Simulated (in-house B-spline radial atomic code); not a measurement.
Ionising I⁸⁺ with different functionals

Computed with a radial B-spline atomic code at the basis-set limit: scalar-relativistic (spin-free X2C) Hamiltonian, Fermi nucleus of rms radius 4.75 fm, spin-polarised at highest spin, spherical fractional occupations for the functionals, the average over the highest-spin determinants for Hartree-Fock. The ionisation energy is the difference of two self-consistent energies, [Kr] 4d9 → [Kr] 4d8, without Breit or QED terms; ε is the level of the shell that loses the electron (its least bound occupied spin orbital). There is no spin-orbit coupling in this Hamiltonian.

Hybrids are left out here: with spherical fractional occupations of an open shell their exact exchange keeps a self-interaction that integer-occupation calculations don't have.

```
           method          rung  ΔSCF (eV)  -ε(4d) (eV)
     Hartree-Fock  Hartree-Fock     173.03       174.61
         LDA VWN5           LDA     174.55       162.79
         LDA PW92           LDA     174.54       162.78
LDA exchange-only           LDA     172.33       160.62
              PBE           GGA     174.34       162.60
           PBEsol           GGA     174.29       162.54
             BLYP           GGA     174.08       162.35
             RPBE           GGA     174.29       162.55
             PW91           GGA          ?            ?
             BP86           GGA          ?            ?
             AM05           GGA     174.33       162.57
             OLYP           GGA     174.95       163.20
             TPSS      meta-GGA     174.31       162.59
             SCAN      meta-GGA     174.73       163.14
           r2SCAN      meta-GGA     174.79       163.21
          revTPSS      meta-GGA     174.24       162.52
```

Problem. What does PW91 give?

Solution. ΔSCF 174.45 eV, and -ε(4d) = 162.71 eV.

Problem. What does BP86 give?

Solution. ΔSCF 174.41 eV, and -ε(4d) = 162.66 eV.

Problem. How do they compare with the NIST value?

Solution. NIST lists 171 eV ± 2.2 (tabulated theory, ground level to ground level). Errors run from +1.33 to +3.95 eV; all lie within about twice that uncertainty, so the table can't rank the methods. Hartree-Fock also lacks correlation.
